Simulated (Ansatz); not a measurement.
`C=C[Si](F)(F)F`. Charge 0, multiplicity 1. The structure was optimised at the PBE0-D4/def2-TZVP level. It is one conformer, not always the lowest.

```xyz
9

C     1.203    0.429   -0.864
C     0.676    0.084    0.308
Si   -1.092   -0.331    0.486
F    -1.831   -0.218   -0.903
F    -1.828    0.629    1.500
F    -1.307   -1.797    1.027
H     2.255    0.676   -0.969
H     0.604    0.479   -1.769
H     1.319    0.049    1.185
```

(1) What is the dipole moment at PBE/def2-TZVPP? (An estimate is asked.)

(2) And with r2SCAN, B3LYP, ωB97M-V? (Best estimate.)

(3) Give the Mulliken charges with PBE, B3LYP, r2SCAN in def2-TZVPP. (An estimate is asked.)

## Answers

(1) Ansatz gave: 2.46 D, with components (2.32, 0.61, -0.56) D in this frame, pointing from negative to positive charge.

(2) Computed: r2SCAN 2.52 D, B3LYP 2.58 D, ωB97M-V 2.56 D.

(3) Ansatz gave: 
```csv
atom,PBE,B3LYP,r2SCAN
C1,-0.16,-0.18,-0.11
C2,-0.20,-0.23,-0.24
Si3,0.83,0.97,0.99
F4,-0.26,-0.30,-0.30
F5,-0.26,-0.30,-0.30
F6,-0.26,-0.30,-0.30
H7,0.11,0.12,0.09
H8,0.11,0.12,0.09
H9,0.09,0.10,0.08
```

B3LYP here is the variant with VWN-RPA as its local correlation; programs differ in this.
